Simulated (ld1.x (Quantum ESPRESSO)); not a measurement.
## Transferability test, RRKJ potential for V (Z = 23)

vanadium (V), norm-conserving RRKJ (Kleinman–Bylander form), made with ld1.x (Quantum ESPRESSO) 7.5 (PW91, non-relativistic). Core [Ne], reference 3s2 3p6 3d3 4s0 4p0 (charge +2). Waves: 3s (bound): rc 1.15 bohr; 3p (bound): rc 1.45 bohr; 3d (bound): rc 1.35 bohr. Local part: the d channel. Core correction: none. rho0 = 0.02.

Energies are relative to the spin-unpolarised reference configuration 3s2 3p6 3d3 4s0 4p0; without spin polarisation the order of configurations can differ from experiment.

Task: Give the all-electron excitation energy and the error of the potential for: 3s2 3p6 3d3 4s2 4p0; 3s2 3p6 3d3 4s1 4p0; 3s2 3p6 3d2 4s0 4p0; 3s2 3p6 3d2 4s2 4p1; 3s2 3p6 3d4 4s1 4p0; 3s2 3p6 3d4 4s0 4p0; 3s2 3p6 3d3 4s1 4p1.

Result:

```
valence configuration  charge  ΔE all-electron (eV)  error AE − PS (meV)
  3s2 3p6 3d3 4s2 4p0       0               -21.908                 -0.7
  3s2 3p6 3d3 4s1 4p0      +1               -14.199                 +1.6
  3s2 3p6 3d2 4s0 4p0      +3                29.168                 +6.3
  3s2 3p6 3d2 4s2 4p1       0               -15.883                  +12
  3s2 3p6 3d4 4s1 4p0       0               -21.528                 -8.6
  3s2 3p6 3d4 4s0 4p0      +1               -14.995                 -3.9
  3s2 3p6 3d3 4s1 4p1       0               -18.621                  -16
```

ld1.x printed “convergence not achieved” for 7 of the counted tests; their residual had stalled under 1e-8, short of the target of 1e-14.
